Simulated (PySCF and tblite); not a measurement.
Values are calculated unless marked as measured or tabulated.
5 regioisomers of C₉H₅F₃:

```json
{"isomer": "A", "SMILES": "[CH:1]#[C:2][C:3]1=[CH:4][C:5](=[CH2:6])[C:7]([C:8]([F:9])([F:10])[F:11])=[CH:12]1"}
{"isomer": "B", "SMILES": "[CH:1]#[C:2]/[CH:3]=[C:4]1\\[CH:5]=[CH:6][C:7]([C:8]([F:9])([F:10])[F:11])=[CH:12]1"}
{"isomer": "C", "SMILES": "[CH:1]#[C:2][C:3]1=[CH:4][C:5]([C:6]([F:7])([F:8])[F:9])=[CH:10][C:11]1=[CH2:12]"}
{"isomer": "D", "SMILES": "[CH:1]#[C:2][C:3]1=[CH:4][C:5](=[CH2:6])[CH:7]=[C:8]1[C:9]([F:10])([F:11])[F:12]"}
{"isomer": "E", "SMILES": "[CH:1]#[C:2][C:3]1=[CH:4][CH:5]=[C:6]([C:7]([F:8])([F:9])[F:10])[C:11]1=[CH2:12]"}
```

Protocol: conformer search, at most 2 conformers an isomer, GFN2-xTB geometries, energies B3LYP/def2-SVP (IEF-PCM, chloroform) (D3(BJ) added where defined), GIAO shieldings KT3/pcSseg-1 (IEF-PCM, chloroform), weights at 298.15 K with GFN2-xTB thermal terms. Programs: PySCF with density fitting and tblite.

Problem. What shifts does each isomer give (ppm; of two unlike H on one atom, a is the less shielded)?

Solution. 
A: ¹H (against TMS): 6.96 (H12, 1H), 6.80 (H4, 1H), 6.72 (H6a, 1H), 6.61 (H6b, 1H), 3.59 (H1, 1H). ¹³C (against TMS): 142.9 (C5), 133.6 (C12), 130.5 (C8), 130.0 (C4), 129.9 (C6), 121.1 (C7), 119.1 (C3), 85.9 (C1), 78.6 (C2).

B: ¹H (against TMS): 6.70 (H5, 1H), 6.66 (H6, 1H), 6.62 (H3, 1H), 6.43 (H12, 1H), 4.58 (H1, 1H). ¹³C (against TMS): 151.0 (C4), 131.9 (C7), 130.9 (C8), 126.0 (C6), 120.9 (C3), 119.5 (C12), 116.5 (C5), 101.8 (C1), 83.0 (C2).

C: ¹H (against TMS): 7.04 (H4, 1H), 6.90 (H12a, 1H), 6.64 (H12b, 1H), 6.58 (H10, 1H), 3.48 (H1, 1H). ¹³C (against TMS): 145.9 (C11), 132.6 (C5), 132.5 (C4), 131.9 (C12), 130.5 (C6), 120.3 (C10), 113.1 (C3), 83.5 (C1), 76.0 (C2).

D: ¹H (against TMS): 6.72 (H4, 1H), 6.69 (H7, 1H), 6.59 (H6a, 1H), 6.57 (H6b, 1H), 3.75 (H1, 1H). ¹³C (against TMS): 145.1 (C5), 133.0 (C6), 131.9 (C8), 130.3 (C9), 127.3 (C4), 122.0 (C7), 118.5 (C3), 88.9 (C1), 76.8 (C2).

E: ¹H (against TMS): 7.06 (H5, 1H), 6.93 (H4, 1H), 6.90 (H12a, 1H), 6.75 (H12b, 1H), 3.63 (H1, 1H). ¹³C (against TMS): 142.8 (C11), 133.2 (C4), 132.1 (C5), 130.3 (C7), 128.2 (C12), 119.7 (C6), 116.1 (C3), 85.9 (C1), 76.6 (C2).

Shifts are unscaled: against experiment ¹³C can be off by 15 ppm or more and ¹H by 0.8 ppm.
